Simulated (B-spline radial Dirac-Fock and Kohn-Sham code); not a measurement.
I: computed levels beside tabulated edges

Model: Dirac-Fock energy differences between relaxed states, corrected for Breit and QED terms. Program: a radial atomic solver. Electron correlation is not included.

Input of the calculation (task.json; shells as n, l, electrons):

```json
{"items": [{
  "Z": 53,
  "q": 0,
  "cfg": [[1, 0, 2], [2, 0, 2], [2, 1, 6], [3, 0, 2], [3, 1, 6], [3, 2, 10], [4, 0, 2], [4, 1, 6], [4, 2, 10], [5, 0, 2], [5, 1, 5]],
  "A": 127,
  "rrms": 4.75,
  "do": ["binding"],
  "screen": [5, 1]
}]}
```

Run with: `python xray_run.py task.json out`

Two models are given for 1s2 2s2 2p6 3s2 3p6 3d10 4s2 4p6 4d10 5s2 5p5. In the first the electron is removed to infinity. In the second it is placed in the 5p shell, so that the atom stays neutral; this mimics a hole screened by valence charge, or the onset of absorption below the ionisation limit. The tabulated edges (Elam, Ravel and Sieber, Radiat. Phys. Chem. 63, 121 (2002)) refer to the element in its standard state, with the Fermi level as zero for a metal.

```
level  ionised (eV)  screened (eV)  tabulated (eV)
   1s       33176.6        33164.9         33169.0
   2s        5203.3         5191.7          5188.0
2p1/2        4861.5         4849.8          4852.0
2p3/2        4566.6         4555.0          4557.0
   3s        1084.2         1072.6          1072.0
3p1/2         942.9          931.3           931.0
3p3/2         886.2          874.5           875.0
3d3/2         639.7          628.1           630.8
3d5/2         628.2          616.6           619.3
   4s         204.6          193.1           186.0
4p1/2         153.5          142.0           123.0
4d3/2         58.73          47.22           50.60
4d5/2         57.03          45.52           48.90
```

Question: Which of the two models lies closer to the table on average?

Answer: The screened model lies closer: the mean absolute deviations are 12.3 eV (ionised) and 4.0 eV (screened). Screening lowers the levels by 11.6 eV on average.
